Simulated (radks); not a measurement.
The numbers below are computed, except where a source is named.
Task: Radial electron density D(r) = 4 pi r^2 rho(r) of an atom or ion with 28 electrons. Level of theory: Dirac Kohn-Sham, relativistic LDA (MacDonald-Vosko exchange, VWN5 correlation), spin-unpolarised, spherical densities, finite nucleus; Fermi nuclear charge, rms radius of each element as measured or else 0.836 A^(1/3) + 0.57 fm (a radial shooting solver on a logarithmic mesh with Libxc functionals).

r (bohr),D(r) (e/bohr)
0.0035,4.514
0.004413,6.614
0.005521,9.412
0.006963,13.28
0.008781,18.24
0.01107,24.23
0.01385,30.64
0.01747,37.13
0.02204,42.28
0.02757,44.71
0.03477,43.90
0.04384,40.51
0.05529,37.33
0.06917,37.84
0.08724,43.48
0.11,50.84
0.1387,52.87
0.1736,46.09
0.2189,35.05
0.2761,29.95
0.3482,33.45
0.4356,36.61
0.5493,31.32
0.6927,19.36
0.8667,8.715
1.093,2.613
1.378,0.5042
1.738,0.05701

What is the nuclear charge?

Result: Z = 36. The innermost maximum, from 1s, lies near gamma/Z bohr with gamma = sqrt(1 - (Z/c)^2) = 0.965, here 0.0268 bohr (found: 0.0292), and its height grows with Z. The density is that of the krypton ion Kr8+ in [Ar] 3d10; the configuration itself is not fixed sharply by these data, and Z only to about a unit. D(r) has 3 maxima, at r = 0.0292, 0.130, 0.432 bohr, and minima at 0.0604, 0.276 bohr, inside which lie 2.07, 11.10 electrons.
